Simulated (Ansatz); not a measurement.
Compare A (`C[Si]1(S)CO1`) with its isomer B (`CSC1O[SiH2]1`).

Computed with Ansatz on PBE0-D4/def2-TZVP structures; ΔE is electronic, products minus reactants. CCSD(T)/CBS is the MP2 limit (def2-TZVPP, def2-QZVPP) plus CCSD(T) − MP2 in def2-TZVPP, frozen cores. DFT in def2-TZVPP. B3LYP here is the variant with VWN-RPA as its local correlation; programs differ in this. Each species was taken in one conformer, which may not be the lowest.

**Question.** Which is lower in electronic energy at CCSD(T)/CBS, and by how much? (Best estimate.)

**Answer.** The calculation gave: A, by 37.6 kcal/mol.

**Question.** Give E(B) − E(A) in kcal/mol with B3LYP-D4, HF/def2-TZVPP, MP2/def2-TZVPP, r2SCAN-D4, ωB97M-V, PBE-D4, CCSD/def2-TZVPP. (Estimate.)

**Answer.** The calculation gave: B3LYP-D4 36.9, HF/def2-TZVPP 38.3, MP2/def2-TZVPP 38.2, r2SCAN-D4 38.4, ωB97M-V 38.1, PBE-D4 36.2, CCSD/def2-TZVPP 38.4. None reverses the order clearly.

Largest T1 diagnostic: 0.014.

From PBE to PBE0 (25 % exact exchange), in def2-TZVPP and without D4, E(B) − E(A) moves by +1.6 kcal/mol.
